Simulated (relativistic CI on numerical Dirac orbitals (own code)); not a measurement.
# Ti2+: L-alpha,beta X-ray emission

Computed with this model: Dirac-Coulomb-Breit CI, orbitals from a KLI potential per configuration, model QED (radiative potential, 1s self-energy scaled to tabulated hydrogen-like ionisation energies), valence Slater integrals scaled by 0.8, multiplet model of X-ray emission after core ionisation; configurations [Ar] 3d2 → [He] 2s2 2p5 3s2 3p6 3d2 → [Ar] 3d; 80 K; Lorentzian 0.6 eV and Gaussian 0.5 eV FWHM. Energies are those of the free ion, without screening or charge transfer. S is read from ⟨S²⟩ = S(S + 1).

Field parameters in Wybourne normalisation: D3d B²₀ = −7Dσ, B⁴₀ = −14Dq − 21Dτ, B⁴₃ = −14√(10/7) Dq; Td as Oh with Dq negative (B⁴₀ = 21Dq, B⁴₄ = √(5/14) B⁴₀). The field is a parameter set, without covalency.

Computed curve for D3d, 10Dq = 13100, Dσ = -740, Dτ = -70 cm⁻¹, scaled to 100 at the maximum (points under 2 are left out and the grid is thinned):

```
Energy (eV)  Intensity
      455.3        2.0
      455.5        2.6
      455.7        3.4
      456.0        4.6
      456.2        5.6
      456.4        6.6
      456.6        7.6
      456.8        8.9
      457.0       11.2
      457.3       17.1
      457.5       20.6
      457.7       21.5
      457.9       19.3
      458.1       15.5
      458.4       10.8
      458.6        9.5
      458.8        9.4
      459.0       10.1
      459.2       11.5
      459.5       14.8
      459.7       17.2
      459.9       19.4
      460.1       21.4
      460.3       24.0
      460.5       29.0
      460.8       47.8
      461.0       69.5
      461.2       90.3
      461.4       97.1
      461.6       86.0
      461.9       57.5
      462.1       45.3
      462.3       42.5
      462.5       49.6
      462.7       65.3
      463.0       92.4
      463.2      100.0
      463.4       95.1
      463.6       80.9
      463.8       62.2
      464.0       43.6
      464.3       24.7
      464.5       19.0
      464.7       17.2
      464.9       18.0
      465.1       20.4
      465.4       23.3
      465.6       22.5
      465.8       19.8
      466.0       16.9
      466.2       15.4
      466.5       15.5
      466.7       14.8
      466.9       12.5
      467.1        9.7
      467.3        7.1
      467.5        5.2
      467.8        3.4
      468.0        2.6
      468.2        2.2
```

The ground state has S = 1.00, and the centroid lies at 462.22 eV.
